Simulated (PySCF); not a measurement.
Sc⁺: excitation energy

Sc⁺ [Ar] 3d1 4s1 (3D) → Sc⁺ [Ar] 4s1 5s1 (3S), as a difference of total energies. All numbers are calculated (PySCF 2.14, the spin-free X2C one-electron Hamiltonian (Gaussian nucleus), in x2c-QZVPPall with one added diffuse shell each of s, p, d, f, g type (12s8p6d4f3g, 121 functions)). Correlated levels: valence: [Ar] frozen; valence and next inner shell: [Ne] frozen. The calculations carry no spin-orbit coupling.

```csv
method,excitation energy (cm⁻¹)
UHF,74080
LDA,83033
PBE,82731
PBE0,81880
wB97M-V,80225
BHandHLYP,81278
MP2 (valence),74067
SCS-MP2 (valence),74075
MP2 (valence and next inner shell),76013
SCS-MP2 (valence and next inner shell),76115
```

A first-order spin-orbit estimate (lowest level to lowest level, LS coupling) adds 0.017 eV.

The promoted electron is Rydberg-like, and one or two diffuse shells describe it only roughly, which tends to raise the upper state.
